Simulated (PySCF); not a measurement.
# Input and output

[Lu(NH3)3]3+ (singlet in the valence; each metal's 4f electrons, 14 of them, lie in its core potential, out of spins and levels). PySCF 2.14.0, RKS PBE0, Lu lcecp-1-SVP with ECP60, N def2-SVP, H def2-SVP; non-relativistic Hamiltonian with scalar-relativistic core potentials where named; density fitting; no spin-orbit coupling. Purpose: finer grid at the relaxed geometry.

```python
mol = gto.M(atom='''
Lu     0.00000    -0.00000    -0.64864
N      2.20958     0.01517     0.09056
H      2.37395    -0.34632     1.04970
H      2.87330    -0.54608    -0.47888
H      2.66807     0.94654     0.11641
N     -1.11793     1.90597     0.09056
H     -0.88706     2.22906     1.04970
H     -0.96373     2.76139    -0.47888
H     -2.15376     1.83735     0.11641
N     -1.09165    -1.92114     0.09056
H     -1.48690    -1.88274     1.04970
H     -1.90957    -2.21531    -0.47888
H     -0.51431    -2.78389     0.11641''',
    basis={'Lu': 'lcecp-1-SVP', 'N': 'def2-SVP', 'H': 'def2-SVP'},
    ecp={'Lu': 'lcecp-1-SVP'},
    charge=3, spin=0)
mf = dft.RKS(mol, xc='PBE0')
mf.grids.atom_grid = (75, 302)  # f atoms: unpruned, at least (60, 302)
mf = mf.density_fit()  # fitting sets: Lu AutoAux, N def2-universal-JKFIT, H def2-universal-JKFIT
mf.conv_tol = 1e-09; mf.max_cycle = 55
mf.kernel(dm0)  # dm0: converged density of the relaxed state
mf.nuc_grad_method().kernel()
```

Run from Python with OMP_NUM_THREADS=2; the lines above give its settings. Where DIIS fails, smearing, a level shift and second-order steps follow.
It took 24 s on 2 threads of Arm Neoverse V1, with other jobs on the host, with gradient, populations and further properties, from an already converged density.

Question: Where do the frontier levels lie, over both spins?

Answer: HOMO -25.02 eV, LUMO -16.52 eV. The 4f levels lie in the core potential and are missing.

Question: What does the SCF print?

Answer: 
```
init E= -208.306795428338
cycle= 1 E= -208.306795429904  delta_E= -1.57e-09  |g|= 6.57e-06  |ddm|= 0.000156
cycle= 2 E= -208.306795429917  delta_E= -1.26e-11  |g|= 2.6e-06  |ddm|= 1.49e-05
Extra cycle  E= -208.306795429917  delta_E= 3.41e-13  |g|= 2.59e-06  |ddm|= 6.14e-06
converged SCF energy = -208.306795429917
```

Question: What are the Mulliken charges and spins?

Answer: 
```tsv
atom	charge (e)	spin (e)
Lu1	1.748	0.000
N2	-0.375	0.000
H3	0.263	0.000
H4	0.266	0.000
H5	0.264	0.000
N6	-0.375	0.000
H7	0.263	0.000
H8	0.266	0.000
H9	0.264	0.000
N10	-0.375	0.000
H11	0.263	0.000
H12	0.266	0.000
H13	0.264	0.000
```

Question: What forces act on the atoms (eV/Å)?

Answer: 
```
Lu   0.00  0.00  0.00
N    0.02  0.00  0.01
H    0.00  0.01 -0.02
H   -0.01  0.01  0.01
H   -0.01 -0.02  0.00
N   -0.01  0.02  0.01
H   -0.01  0.00 -0.02
H    0.00 -0.02  0.01
H    0.02  0.00  0.00
N   -0.01 -0.02  0.01
H    0.01  0.00 -0.02
H    0.02  0.01  0.01
H   -0.01  0.02  0.00
```
Forces carry noise of the integration grid, about 0.01 to 0.03 eV/Å.

An lcecp potential fixes the number of 4f electrons, so in runs with it no electron can move into or out of that shell.
